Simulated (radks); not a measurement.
Values are calculated unless marked as measured or tabulated.
Orbital eigenvalues (eV) of the caesium ion Cs3+, [Kr] 4d10 5s2 5p4, at several levels of relativity; Dirac values are averaged over j with weights 2j + 1. Spin-unpolarised spherical Kohn-Sham, PBEsol, point nucleus unless stated (finite: rms radius 4.8041 fm), a radial shooting solver on a logarithmic mesh with Libxc functionals. A level marked "c x" has the speed of light scaled by that factor and shares open shells by 2j + 1; other Dirac levels either fill j = l - 1/2 first or share by 2j + 1.

shell  non-rel.  scalar-rel.  scalar-rel., finite nucleus  Dirac, low j first  change of magnitude, last against first (%)
1s       -34247       -35813                       -35810              -35785                                        +4.49
2s      -5256.0      -5643.4                      -5643.0             -5636.6                                        +7.24
2p      -4955.3      -5066.3                      -5066.3             -5070.4                                        +2.32
3s      -1114.7      -1196.8                      -1196.7             -1195.2                                        +7.23
3p      -986.68      -1011.1                      -1011.1             -1011.7                                        +2.54
3d      -748.33      -738.34                      -738.35             -737.14                                        -1.50
4s      -232.53      -249.76                      -249.74             -249.27                                        +7.20
4p      -186.42      -190.32                      -190.33             -190.34                                        +2.10
4d      -106.63      -103.78                      -103.78             -103.45                                        -2.99
5s      -51.536      -54.087                      -54.084             -53.909                                        +4.60
5p      -39.367      -39.596                      -39.596             -39.515                                        +0.37
